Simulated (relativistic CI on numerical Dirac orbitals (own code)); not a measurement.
## Mn³⁺: M2,3 absorption edge

Computed with this model: Dirac-Coulomb-Breit CI, separate exchange-only KLI orbitals for each configuration, a model potential for QED, valence Slater integrals scaled by 0.9, multiplet model of core-to-valence dipole absorption; configurations [Ar] 3d4 → [Ne] 3s2 3p5 3d5; 300 K; Lorentzian 1.2 eV and Gaussian 0.3 eV FWHM. Energies are those of the free ion, without screening or charge transfer. The branching ratio is the share of the lower-energy edge in the whole absorption, uncertain by about 0.02 where the edges overlap. S is read from ⟨S²⟩ = S(S + 1).

Field parameters in Wybourne normalisation: Td as Oh with Dq negative (B⁴₀ = 21Dq, B⁴₄ = √(5/14) B⁴₀). The field is a parameter set, without covalency.

Computed curve for Td, 10Dq = -11050 cm⁻¹, scaled to 100 at the maximum (points under 2 are left out and the grid is thinned):

| Energy (eV) | Intensity |
| --- | --- |
| 46.50 | 2.3 |
| 47.00 | 2.9 |
| 47.25 | 3.2 |
| 47.75 | 4.0 |
| 48.00 | 4.2 |
| 48.50 | 4.8 |
| 48.75 | 5.1 |
| 49.25 | 5.5 |
| 49.50 | 5.5 |
| 50.00 | 5.1 |
| 50.25 | 4.8 |
| 50.75 | 4.5 |
| 51.25 | 5.3 |
| 51.50 | 6.1 |
| 52.00 | 7.7 |
| 52.25 | 8.4 |
| 52.75 | 10.7 |
| 53.00 | 12.4 |
| 53.50 | 16.6 |
| 53.75 | 19.4 |
| 54.25 | 28.3 |
| 54.50 | 36.2 |
| 55.00 | 68.2 |
| 55.25 | 89.0 |
| 55.75 | 96.1 |
| 56.25 | 75.9 |
| 56.50 | 70.0 |
| 57.00 | 54.9 |
| 57.25 | 41.8 |
| 57.75 | 23.3 |
| 58.00 | 17.8 |
| 58.50 | 10.9 |
| 58.75 | 9.0 |
| 59.25 | 6.5 |
| 59.50 | 5.7 |
| 60.00 | 4.8 |
| 60.50 | 4.2 |
| 60.75 | 4.0 |
| 61.25 | 4.0 |
| 61.50 | 4.0 |
| 62.00 | 4.4 |
| 62.25 | 4.8 |
| 62.75 | 6.1 |
| 63.00 | 7.2 |
| 63.50 | 10.9 |
| 63.75 | 14.3 |
| 64.25 | 27.6 |
| 64.50 | 39.5 |
| 65.00 | 65.4 |
| 65.50 | 57.1 |
| 65.75 | 42.6 |
| 66.25 | 20.4 |
| 66.50 | 14.6 |
| 67.00 | 8.3 |
| 67.25 | 6.6 |
| 67.75 | 4.5 |
| 68.00 | 3.8 |
| 68.50 | 2.9 |
| 68.75 | 2.5 |
| 69.25 | 2.0 |

The ground state has S = 2.00, and the centroid lies at 58.46 eV.
